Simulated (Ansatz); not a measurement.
ClH4N2Si (`[NH][SiH](N)Cl`) radical. The species carries charge 0 and has multiplicity 2.

Z-matrix (Å, degrees):
```
Si
N 1 1.696
Cl 1 2.070 2 114.7
N 1 1.737 2 111.9 3 118.8
H 1 1.473 2 107.3 3 -119.1
H 2 1.006 1 121.0 3 100.7
H 2 1.006 1 123.5 3 -58.1
H 4 1.022 1 114.1 2 -58.7
```

(1) List the harmonic frequencies (cm⁻¹, unscaled) at PBE0-D4/def2-TZVP in Ansatz. (Best estimate.)

(2) Is this a minimum?

(3) Give the ideal-gas thermochemistry at 298.15 K and 1 bar (rigid rotor, harmonic oscillator; point group C1, symmetry number 1).

(4) And at 400, 500, 600, 800 and 1000 K?

Answers

(1) Ansatz gave: 166, 177, 232, 283, 301, 348, 515, 698, 747, 817, 867, 895, 937, 1576, 2291, 3495, 3615, 3713.

(2) Yes, all 18 modes are real.

(3) Zero-point energy 129.6 kJ/mol; H(298) − E = 149.0 kJ/mol; entropy 333.9 J/(mol·K), of which translation 165.7, rotation 109.6, vibration 52.8, electronic 5.8; G(298) − E = 49.5 kJ/mol.

(4) 
```csv
T (K),H − E (kJ/mol),S (J/mol/K),G − E (kJ/mol)
400,159.8,364.8,13.9
500,171.5,390.9,-23.9
600,184.1,413.9,-64.2
800,211.1,452.6,-151.0
1000,239.9,484.8,-244.8
```
